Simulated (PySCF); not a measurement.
HgCl2, SMILES [Hg]([Cl])[Cl]. Atoms are numbered in the order given.

```xyz
3

Hg     0.0000     0.0000     0.0000
Cl     0.0000     0.0000    -2.2752
Cl     0.0000     0.0000     2.2752
```
Charge 0, spin multiplicity 1.

Coordinates come from a PBE-D3(BJ)/def2-TZVP optimisation. The isomer is the one that the SMILES or the coordinates give; other isomers of the formula were not compared. The def2 effective core potentials stand for the cores of Hg; spin–orbit coupling is left out.

All values below come from PBE-D3(BJ)/def2-TZVP (PySCF).

Frequencies are harmonic and unscaled.

Modes within 1.5 cm⁻¹ of each other (mostly degenerate sets) share a row, with their intensities summed.

Computed vibrational spectrum:
```
mode  ν (cm⁻¹)  IR (km/mol)  moving atoms (share of kinetic energy)
----  --------  -----------  --------------------------------------
1–2         97          6.3                        Cl 74 %, Hg 26 %
3          336          0.0                                Cl 100 %
4          391         49.7                        Cl 74 %, Hg 26 %
```
